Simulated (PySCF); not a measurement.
An unknown shows these calculated signals:

$^{1}$H NMR (400 MHz, computed): δ 3.18 (tt, J = 11.7, 4.6 Hz, 1H), 2.06 (m, 2H), 1.74 (dqd, J = 15.1, 4.0, 3.1 Hz, 2H), 1.54 (m, 1H), 1.29 (qt, J = 14.7, 4.0 Hz, 2H), 0.98 (qt, J = 14.6, 4.1 Hz, 1H), 0.62 (tdd, J = 14.1, 11.7, 4.3 Hz, 2H), -0.81 (br s, 1H).

$^{13}$C{$^{1}$H} NMR (computed): δ 74.9 (CH), 42.9 (CH2), 29.9 (CH2), 29.5 (CH2).

PySCF calculation with B3LYP/pcJ-1 coupling constants (without the spin–dipole term), geometry: PBE0-D3(BJ)/def2-SVP and shieldings: GIAO PBE/pcSseg-1; one conformer, no solvent, fast rotation and ring inversion assumed for equivalent nuclei, non-relativistic Hamiltonian.

δ = σ(ref) − σ, references computed at the same level: TMS for $^{1}$H (31.20 ppm) and $^{13}$C (180.03 ppm).

Question: Which of these does the molecule contain: an N-methyl group, a heteroaromatic ring, an OH group, a ketone?

Answer: 
- An N-methyl group: no.
- A heteroaromatic ring: no.
- An OH group: yes (δH -0.81 (br s)).
- A ketone: no.

The data belong to `OC1CCCCC1`, C6H12O; they needn't prove each group on their own.

Carbon signals by region: 1 at 50–100 ppm, 3 below 50 ppm.

OH and NH positions are those of a molecule without intermolecular hydrogen bonds; in solution they move with solvent, concentration and temperature, and exchange usually removes their couplings. Splittings below 1 Hz are ignored in the labels, and close J values are merged. Couplings among chemically equivalent protons are left out too, so labels in AA′BB′ or AA′XX′ sets are apparent multiplicities. Unscaled 3J(H,H) at this level run about 10 % above measured values. Shifts are as computed. Against solution values, carbons near 30 ppm lie about +2 ppm off and those near 130 ppm about +2 ppm. Of 1211 compounds with measured shifts, 218 miss one by over three times the rms of a fit or turn the order of signals round; such compounds aren't used in these exercises. Couplings to exchangeable protons are dropped.
